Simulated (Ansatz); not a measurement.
`FCCC[SiH3]`. Charge 0, multiplicity 1. Geometry: relaxed with PBE0-D4/def2-TZVP. It is one conformer, not always the lowest.

```xyz
14

F     1.403   -1.537    1.655
C     1.273   -0.158    1.613
C     0.734    0.276    0.272
C    -0.655   -0.277   -0.026
Si   -1.311    0.210   -1.715
H     2.262    0.271    1.802
H     0.597    0.132    2.425
H     1.444   -0.034   -0.503
H     0.723    1.372    0.260
H    -0.639   -1.370    0.037
H    -1.369    0.064    0.733
H    -0.400   -0.282   -2.785
H    -1.396    1.693   -1.828
H    -2.665   -0.361   -1.941
```

Problem. What is the dipole moment at B3LYP/def2-TZVPP? (Best estimate.)

Solution. Computed: 1.54 D, with components (0.01, 1.48, 0.44) D in this frame, pointing from negative to positive charge.

Problem. And with PBE, r2SCAN, ωB97M-V? (Best estimate.)

Solution. Ansatz gave: PBE 1.44 D, r2SCAN 1.50 D, ωB97M-V 1.54 D.

Problem. Give the Mulliken charges with B3LYP, r2SCAN, ωB97M-V in def2-TZVPP. (Estimate.)

Solution. The calculation gave: 
```
atom  B3LYP  r2SCAN  ωB97M-V
  F1  -0.26   -0.25    -0.24
  C2   0.07    0.16     0.03
  C3  -0.12   -0.03    -0.19
  C4  -0.22   -0.18    -0.30
 Si5   0.27    0.28     0.18
  H6   0.08    0.04     0.10
  H7   0.07    0.03     0.09
  H8   0.08    0.04     0.11
  H9   0.07    0.03     0.10
 H10   0.10    0.07     0.12
 H11   0.07    0.05     0.10
 H12  -0.07   -0.07    -0.03
 H13  -0.08   -0.08    -0.04
 H14  -0.07   -0.07    -0.03
```

B3LYP here is the variant with VWN-RPA as its local correlation; programs differ in this.
